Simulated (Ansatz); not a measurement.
`[OH][Al]1[NH]C[NH]1` → Al• + C• + 5 H• + 2 N• + O•  (atomization)

Gas-phase electronic energies from Ansatz, PBE0-D4/def2-TZVP geometries. CCSD(T)/CBS adds triple-zeta CCSD(T) − MP2 to the extrapolated MP2 energy (def2 sets, frozen cores). This one scheme is used for every species, atoms too. DFT in def2-TZVPP. No spin–orbit coupling; open shells (•) take unrestricted orbitals. Spin–orbit coupling would lower the free atoms: a little for Al, C, O. Each species was taken in one conformer, which may not be the lowest.

| level | ΔE (eV) |
| --- | --- |
| PBE0-D4 | 39.06 |
| CCSD(T)/def2-SVP | 36.15 |
| SCS-MP2/def2-TZVPP | 38.70 |
| CCSD/CBS(def2) | 38.50 |

Problem. What does CCSD(T)/CBS give? (Best estimate.)

Solution. Computed: +39.22 eV. The listed levels differ from it by -0.16, -3.07, -0.52, -0.72 eV.

Largest T1 diagnostic among the species: 0.018.

From r2SCAN to r2SCAN0 (25 % exact exchange), in def2-TZVPP and without D4, ΔE moves by −0.88 eV: exact exchange takes away binding that semilocal exchange gives to molecules. The D4 term adds +0.31 eV with B3LYP and +0.16 eV with PBE0; it sums over pairs of atoms, weighted by their polarisabilities, and B3LYP, whose exchange is more repulsive, gets the larger term.

B3LYP here is the variant with VWN-RPA as its local correlation; programs differ in this.

For atomizations the MP2-based limit and the directly extrapolated one differ by several kJ/mol either way, and by 10 to 25 for some Ge, Se and Sn compounds, so smaller differences from it don't rank the levels.
